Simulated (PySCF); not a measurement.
A GIAO shielding run with PySCF (density fitting, non-relativistic, gas phase) on `c1cc(OC)ccn1`, C₆H₇NO:

```
{"job": {"kind": "nmr", "xc": "CAM-B3LYP", "basis": "pcSseg-1", "pop": false}, "charge": 0, "multiplicity": 1}
C      2.254556    -0.141218     0.116261
O      1.211775     0.793062     0.028811
C     -0.050135     0.347524    -0.040185
C     -1.064710     1.311346    -0.111800
C     -2.382288     0.882624    -0.183030
N     -2.754843    -0.399124    -0.188748
C     -1.785465    -1.302737    -0.122027
C     -0.424497    -1.000331    -0.045942
H      2.289317    -0.798945    -0.769408
H      3.186950     0.434276     0.168835
H      2.167582    -0.765732     1.022162
H     -0.802127     2.370426    -0.109466
H     -3.187860     1.623959    -0.239093
H     -2.096036    -2.354561    -0.127969
H      0.306800    -1.806959     0.006382
```

Hardware: 1 thread of an x86-64 server CPU, shared host.

**Question.** How large is the calculation?

**Answer.** 58 electrons, 171 basis functions and 877 auxiliary functions.

**Question.** How long does it take?

**Answer.** 34 s of wall time, with 14 SCF cycles and 6 response iterations. Times on a shared host scatter by some tens of per cent.

**Question.** And these other runs on the same molecule and hardware: GIAO shielding at BHandHLYP/pcSseg-1; GIAO shielding at KT2/pcSseg-1; GIAO shielding at LC-wPBE/pcSseg-1; GIAO shielding at LDA/pcSseg-1; GIAO shielding at WP04/pcSseg-1; GIAO shielding at PBE0/aug-cc-pVDZ?

**Answer.** BHandHLYP/pcSseg-1: 171 functions, 19 s; KT2/pcSseg-1: 171 functions, 34 s; LC-wPBE/pcSseg-1: 171 functions, 41 s; LDA/pcSseg-1: 171 functions, 25 s; WP04/pcSseg-1: 171 functions, 25 s; PBE0/aug-cc-pVDZ: 247 functions, 56 s.
